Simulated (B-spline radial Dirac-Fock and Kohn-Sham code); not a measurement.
## X-ray scattering factor of Ne

System: atomic neon, configuration [He] 2s2 2p6.

The run's input, task.json:

```json
{"items": [{
  "Z": 10,
  "q": 0,
  "cfg": [[1, 0, 2], [2, 0, 2], [2, 1, 6]],
  "A": 20,
  "rrms": 3.0055,
  "do": ["scatter"],
  "s": [0.0, 0.05, 0.1, 0.15, 0.2, 0.25, 0.3, 0.35, 0.4, 0.45, 0.5, 0.6, 0.7, 0.8, 0.9, 1.0, 1.1, 1.2, 1.4, 1.6, 1.8, 2.0, 2.5, 3.0, 3.5, 4.0, 5.0, 6.0],
  "pz": [0, 0.1, 0.2, 0.3, 0.4, 0.5, 0.6, 0.8, 1.0, 1.2, 1.4, 1.6, 1.8, 2.0, 2.5, 3.0, 4.0, 5.0, 7.0, 10.0, 15.0, 20.0, 30.0, 40.0, 60.0, 100.0],
  "hv_scatter": [1000, 2000, 5000, 8047.8, 10000, 17479.3, 20000, 30000, 50000, 100000, 200000, 500000, 1000000]
}]}
```

Run with: `python xray_run.py task.json out`

Method: relativistic Hartree-Fock (Dirac-Fock) wave functions, averaged over the configuration. Computed with a B-spline atomic structure program. f₀ is the Fourier transform of the spherical electron density, S the Waller-Hartree incoherent function, and s = sin θ/λ.

```
s (Å⁻¹)      f₀      S  tabulated f₀  tabulated S
      0  10.000  0.000         9.999        0.000
   0.05   9.830  0.218         9.830        0.218
    0.1   9.351  0.812         9.352        0.812
   0.15   8.643  1.636         8.644        1.637
    0.2   7.805  2.546         7.804        2.547
   0.25   6.928  3.440         6.927        3.442
    0.3   6.079  4.267         6.079        4.269
   0.35   5.302  5.002         5.303        5.005
    0.4   4.617  5.641         4.618        5.644
   0.45   4.029  6.184         4.029        6.186
    0.5   3.535  6.637         3.534        6.640
    0.6   2.790  7.317         2.789        7.320
    0.7   2.295  7.772         2.297        7.774
    0.8   1.971  8.083         1.974        8.085
    0.9   1.757  8.310         1.758        8.312
      1   1.609  8.488         1.608        8.490
    1.1   1.502  8.638         1.500        8.640
    1.2   1.418  8.772         1.416        8.774
    1.4   1.280  9.006         1.281        9.009
    1.6   1.158  9.207         1.159        9.210
    1.8   1.041  9.376         1.042        9.378
      2   0.929  9.515         0.929        9.518
    2.5   0.680  9.751         0.677        9.752
      3   0.489  9.874         0.482        9.875
    3.5   0.351  9.936         0.343        9.937
      4   0.254  9.967         0.248        9.967
      5   0.137  9.990         0.137        9.991
      6   0.079  9.997         0.079        9.997
```

Tabulated f₀: the analytical fit of Waasmaier and Kirfel, Acta Cryst. A51, 416 (1995); tabulated S: Hubbell et al., J. Phys. Chem. Ref. Data 4, 471 (1975). These are calculations too.

f₀ starts at the number of electrons, 10, and has fallen to half at s ≈ 0.37 Å⁻¹. The sum of ⟨r²⟩ over the electrons is 9.365 bohr². It fixes the forward electron scattering factor, f_e(0) = (a₀/3)Σ⟨r²⟩ = 1.652 Å.
